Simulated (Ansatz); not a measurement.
Reaction (ligand exchange at the Si–F bond): `N#C[Si](F)(F)F` + HCl → `N#C[Si](F)(F)Cl` + H–F

Computed with Ansatz on PBE0-D4/def2-TZVP structures; ΔE is electronic, products minus reactants. CCSD(T)/CBS is the MP2 limit (def2-TZVPP, def2-QZVPP) plus CCSD(T) − MP2 in def2-TZVPP, frozen cores. This one scheme is used for every species. Functionals use def2-TZVPP.

Is it downhill or uphill in electronic energy at CCSD(T)/CBS, and by how much? (Best estimate.)

The calculation gave: Uphill: ΔE = +51.8 kJ/mol.

What do these levels give: PBE-D4, r2SCAN-D4, ωB97M-V, r2SCANh, CCSD(T)/def2-SVP, SCS-MP2/def2-QZVPP? (Best estimate.)

Ansatz gave: PBE-D4 42.8, r2SCAN-D4 53.1, ωB97M-V 52.2, r2SCANh 53.8, CCSD(T)/def2-SVP 51.7, SCS-MP2/def2-QZVPP 54.4 kJ/mol.

Largest T1 diagnostic among the species: 0.013.

From BLYP to BHLYP (50 % exact exchange), in def2-TZVPP and without D4, ΔE moves by +3.7 kJ/mol. Leaving LDA and LC-ωPBE aside and taking each functional with its dispersion term where it has one, the values, not all of them listed here, spread over 19.4 kJ/mol, from revPBE-D4 to CAM-B3LYP-D4.
